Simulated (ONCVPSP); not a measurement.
**Which change was made? (Li, ONCV)**

Li (Z = 3), optimised norm-conserving Vanderbilt (ONCV), made with ONCVPSP 4.0.1 (LDA (Perdew-Wang 92), scalar-relativistic). Core none, reference 1s2 2s1. Waves: 1s+2s: rc 0.95 bohr, ncon 4, nbas 8, qcut 9.8 1/bohr, 2 projectors; p scattering state at 0.07 Ha: rc 0.75 bohr, ncon 3, nbas 7, qcut 10.4 1/bohr, local. Local part: the p channel. Core correction: none.

Cutoffs, loose and tight: the cutoffs (Ha) at which the residual kinetic energy of the hardest occupied pseudo-wave falls to 1 and 0.1 mHa per electron. They do not see the model core or the augmentation charge, which bear on the density cutoff. Test errors are all-electron minus pseudo excitation energies from the reference, over the configurations 1s2 2s0; 1s2 2s0.5; 1s2 2s0 2p1; 1s1 2s1; variants that change the core or the reference have their own tests.

The base gives: outcome: generated; cutoff, loose: 43 Ha; cutoff, tight: 112 Ha; bound ghosts: none; GHOST(+) flags above zero: none; largest test error (meV): +612.

Problem. After one change the result is: outcome: generated; cutoff, loose: 185 Ha; cutoff, tight: 216 Ha; bound ghosts: none; GHOST(+) flags above zero: none; largest test error (meV): +1094. Which change was it?
A. s: qcut 6.3; p: qcut 6.7
B. s: qcut 8.5; p: qcut 9
C. s: qcut 7.6; p: qcut 8
D. s: qcut 12; p: qcut 12.7

Solution. A. The others give: s: qcut 8.5; p: qcut 9 → outcome: generated; cutoff, loose: 63 Ha; cutoff, tight: 186 Ha; bound ghosts: none; GHOST(+) flags above zero: none; largest test error (meV): +751 | s: qcut 7.6; p: qcut 8 → outcome: generated; cutoff, loose: 159 Ha; cutoff, tight: 200 Ha; bound ghosts: none; GHOST(+) flags above zero: none; largest test error (meV): +879 | s: qcut 12; p: qcut 12.7 → outcome: generated; cutoff, loose: 52 Ha; cutoff, tight: 62 Ha; bound ghosts: none; GHOST(+) flags above zero: none; largest test error (meV): +454.
